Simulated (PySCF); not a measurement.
BClH8Si3.
Numbering: `[SiH3:1][SiH2:2][SiH2:3][BH:4][Cl:5]` (hydrogens: H6, H7, H8 on Si1; H9, H10 on Si2; H11, H12 on Si3; H13 on B4)

Method: PySCF 2.14.0, PBE0-D3(BJ)/def2-SVP geometry optimisation, gas phase; density fitting, grid level 1; the optimiser is geomeTRIC in internal coordinates, started from a GFN2-xTB structure with every atom displaced at random (about 0.01 Å).

Step 0: E = -36935.4110 eV
```
atom  x, y, z in Å  |  force x, y, z in eV/Å
Si1    -2.2154    0.6304    0.0621   -0.406   0.895  -0.388
Si2    -0.6361   -0.9656    0.4805    0.582  -0.136   0.555
Si3     1.3434   -0.6912   -0.7209    0.235  -0.305   0.164
B4      2.4861    0.6757    0.1666   -1.686  -0.241  -1.006
Cl5     1.9925    2.3052    0.0375   -0.256   1.161  -0.114
H6     -3.4158    0.1344   -0.6420   -0.194  -0.344  -0.200
H7     -2.7278    1.2953    1.2765    0.000   0.043   0.452
H8     -1.6800    1.7326   -0.7896    0.182   0.009  -0.075
H9     -1.1702   -2.3049    0.2757   -0.339  -0.708  -0.345
H10    -0.3207   -0.9783    1.9344    0.104   0.185   0.238
H11     2.0380   -1.9839   -0.8769    0.141  -0.454   0.146
H12     0.9747   -0.3220   -2.0771   -0.274   0.411  -0.799
H13     3.3384    0.4626    0.8679    1.910  -0.515   1.373
```

Step 1: E = -36935.6924 eV
```
atom  x, y, z in Å  |  force x, y, z in eV/Å
Si1    -2.1598    0.6954    0.0475    0.062  -0.035   0.018
Si2    -0.6187   -1.0177    0.5220   -0.023  -0.102   0.052
Si3     1.3242   -0.7305   -0.7809   -0.063  -0.102  -0.213
B4      2.3477    0.6998    0.1720    0.295   0.143   0.366
Cl5     1.8230    2.3725    0.0560    0.031  -0.200  -0.007
H6     -3.3392    0.1239   -0.6675   -0.041   0.013  -0.021
H7     -2.6122    1.3340    1.3199   -0.034   0.020  -0.001
H8     -1.5226    1.7334   -0.8160    0.006   0.023  -0.015
H9     -1.2060   -2.3753    0.2739   -0.024   0.065  -0.055
H10    -0.2660   -0.9752    1.9774    0.062   0.040  -0.005
H11     2.0409   -2.0409   -0.8862    0.052   0.041   0.051
H12     0.9220   -0.3071   -2.1645   -0.043  -0.001   0.089
H13     3.2736    0.4778    0.9410   -0.279   0.093  -0.261
```

Q: Estimate the geometry and energy of step 2. (The exact step hangs on the optimiser's Hessian estimate; all steps are aligned on step 1, rigid shifts and turns removed.)

A: E = -36935.7031 eV, largest force 0.119 eV/Å
```
atom  x, y, z in Å  |  force x, y, z in eV/Å
Si1    -2.1357    0.7019    0.0499    0.033  -0.001  -0.004
Si2    -0.6146   -1.0314    0.5238   -0.008  -0.049   0.054
Si3     1.3245   -0.7439   -0.7816    0.030  -0.082  -0.069
B4      2.3333    0.6977    0.1830    0.001   0.008   0.062
Cl5     1.7383    2.3390    0.0478    0.046   0.000   0.041
H6     -3.3239    0.1534   -0.6729   -0.005   0.007  -0.004
H7     -2.5904    1.3499    1.3181   -0.018   0.005  -0.007
H8     -1.4823    1.7345   -0.8107   -0.007  -0.002   0.002
H9     -1.2198   -2.3763    0.2635   -0.032   0.027  -0.029
H10    -0.2468   -0.9889    1.9762    0.026   0.016  -0.012
H11     2.0627   -2.0412   -0.8888    0.022   0.010   0.023
H12     0.9008   -0.3144   -2.1528   -0.016   0.013   0.021
H13     3.2607    0.5102    0.9389   -0.073   0.049  -0.079
```

The energy changes by -0.0107 eV. The first-order estimate −F·Δx gives -0.0191 eV and the mean of the old and new forces, exact on a quadratic surface, -0.0112 eV. The step makes an angle of 78° with the force vector and moves no atom by more than 0.091 Å.

What follows is the cost of the whole optimisation. Hardware: one thread, Arm Neoverse V1 (aarch64), on a shared host. Cost: 48 s wall, 0.54 GiB resident at most.
